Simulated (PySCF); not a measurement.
Species: C5H8FPS.
Atom-mapped SMILES: `[CH3:1][P@@:2]1(=[S:3])[CH2:4][CH:5]=[C:6]([F:7])[CH2:8]1`

Geometry (GFN2-xTB, Å), atoms numbered from 1 in this order:
```xyz
16
C5H8FPS angstrom
C     -1.820   -0.313   -0.691
P     -0.719   -0.180    0.771
S     -1.569   -0.409    2.493
C      0.733   -1.264    0.349
C      1.620   -0.379   -0.466
C      1.353    0.915   -0.393
F      2.054    1.849   -1.061
C      0.225    1.391    0.461
H     -2.286   -1.298   -0.678
H     -2.601    0.442   -0.596
H     -1.267   -0.170   -1.616
H      0.420   -2.163   -0.188
H      1.219   -1.580    1.277
H      2.425   -0.789   -1.053
H     -0.378    2.158   -0.032
H      0.583    1.799    1.412
```

Definitions: NICS(0) = −σiso at the ring centroid; NICS(1) = −σiso and NICS(1)zz = −σzz at ±1 Å along the ring normal z. Level: GIAO PBE0/pcSseg-1 (PySCF, non-relativistic, gas phase) on the GFN2-xTB geometry, one conformer.

Ring bond lengths (Å), with Mayer bond orders in brackets: P2–C4 1.861 (0.87), C4–C5 1.494 (0.99), C5–C6 1.323 (1.83), C6–C8 1.493 (1.03), C8–P2 1.859 (0.85).

What do the NICS probes read (ppm)?

| ring | type | NICS(0) | NICS(1), two faces | NICS(1)zz, two faces | rms pucker (Å) | centre to ring atoms, mean (Å) |
| --- | --- | --- | --- | --- | --- | --- |
| P2–C4–C5–C6–C8 | 5-membered ring with P; formal bonds 1 double, 4 single | -5.3 | -2.1 / -4.6 | 0.4 / -3.1 | 0.12 | 1.35 |

What can be read from them?

- P2–C4–C5–C6–C8: mean NICS(1)zz -1.3 ppm, near zero. P2, C4, C8 have four or more neighbours, and the NICS criterion for π rings isn't applied. The two faces differ by 3.5 ppm, so no symmetry operation interchanges them.

How shielded are the nuclei of the rings and their hydrogens (means over atoms taken as equivalent)?

```
atoms                     environment  σ isotropic (ppm)
   P2  phosphorus bonded to 3 C and S              278.5
   C4  sp3 carbon bound to phosphorus              144.8
   C5                alkene CH carbon               79.1
   C6              vinylic C–F carbon               18.4
   C8  sp3 carbon bound to phosphorus              144.3
  H12              methylene hydrogen              29.19
  H13              methylene hydrogen              28.89
  H14                vinylic hydrogen              26.42
  H15              methylene hydrogen              29.16
  H16              methylene hydrogen              28.77
```
